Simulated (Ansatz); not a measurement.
# Which isomer of CH6GaSi gives these data?

These gas-phase data were calculated for one isomer of CH6GaSi at r2SCAN-D4/def2-SVP (harmonic, unscaled wavenumbers; equilibrium rotational constants with average atomic masses):

```
rotational constants            : 19.49, 2.105, 1.923 GHz
all wavenumbers above 1500 cm⁻¹ : 3152, 3127, 3031, 2204, 1983, 1971
```

Candidates:

(1) `[CH3][GaH][SiH2]`, a doublet
(2) `[CH3][Ga][SiH3]`, a doublet
(3) `C[SiH][GaH2]`, a doublet
(4) `C[SiH2][GaH]`, a doublet

Question: Which candidate do the data belong to?

Answer: Candidate (3). The band at 1983 cm⁻¹ lies where the Ga–H stretch is expected; (2) has no mode between 1700 and 2150 cm⁻¹. 1 mode lies between 2000 and 2380 cm⁻¹, one for each Si–H bond, while (1) has 2, (4) has 2.

The same quantities for all candidates:

|  | rotational constants (GHz) | wavenumbers above 1500 cm⁻¹ | E above the lowest, r2SCAN-D4/def2-SVP (kcal/mol) |
| --- | --- | --- | --- |
| (1) | 13.69, 2.823, 2.375 | 3159, 3129, 3032, 2230, 2208, 1962 | 3.0 |
| (2) | 13.91, 2.538, 2.233 | 3161, 3121, 3021, 2197, 2192, 2167 | 0.5 |
| (3) | 19.49, 2.105, 1.923 | 3152, 3127, 3031, 2204, 1983, 1971 | 1.7 |
| (4) | 15.18, 2.089, 1.899 | 3150, 3139, 3034, 2180, 2176, 1828 | 0.0 |

Harmonic stretches to hydrogen usually lie a few per cent above observed fundamentals. Each candidate is one conformer. Open shells are spin-unrestricted. Programs: Ansatz 0.2.0.
